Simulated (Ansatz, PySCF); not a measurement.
C4H5F, SMILES C=C/C=C/F. Atoms are numbered in the order given.

```xyz
10

C      0.2376    -2.4579     0.0000
C     -0.3919    -1.2681     0.0000
C      0.2793     0.0154     0.0000
C     -0.3878     1.1800     0.0000
F      0.2419     2.3562     0.0000
H      1.3309    -2.5219     0.0000
H     -0.3208    -3.3972     0.0000
H     -1.4901    -1.2460     0.0000
H      1.3752     0.0448     0.0000
H     -1.4791     1.2836     0.0000
```

Geometry: r2SCAN-D4/def2-SVP. Other conformers were not sampled.

Two levels are set side by side: PBE-D3(BJ)/def2-SVP (Ansatz, a first-principles code) and r2SCAN-D4/def2-SVP (Ansatz). Each level has its own optimised geometry; the coordinates shown are those of the second. Frequencies come from the Hessian of PySCF at each geometry. Differences are taken from unrounded values.

| quantity | r2SCAN-D4 | PBE-D3(BJ) | PBE-D3(BJ) minus r2SCAN-D4 |
|---|---|---|---|
| mean bond length (Å) | 1.217 | 1.223 | 0.007 |
| bond C1–C2 (Å) | 1.346 | 1.353 | 0.007 |
| bond C2–C3 (Å) | 1.448 | 1.452 | 0.003 |
| bond C3–C4 (Å) | 1.342 | 1.350 | 0.008 |
| bond C4–F5 (Å) | 1.334 | 1.340 | 0.006 |
| bond C1–H6 (Å) | 1.095 | 1.102 | 0.007 |
| bond C1–H7 (Å) | 1.093 | 1.100 | 0.007 |
| bond C2–H8 (Å) | 1.098 | 1.105 | 0.007 |
| bond C3–H9 (Å) | 1.096 | 1.103 | 0.007 |
| bond C4–H10 (Å) | 1.096 | 1.104 | 0.008 |
| highest harmonic wavenumber (cm⁻¹) | 3252 | 3181 | -71 |
| mean harmonic wavenumber (cm⁻¹) | 1414 | 1380 | -34 |
| zero-point energy (kcal/mol) | 48.52 | 47.35 | -1.18 |
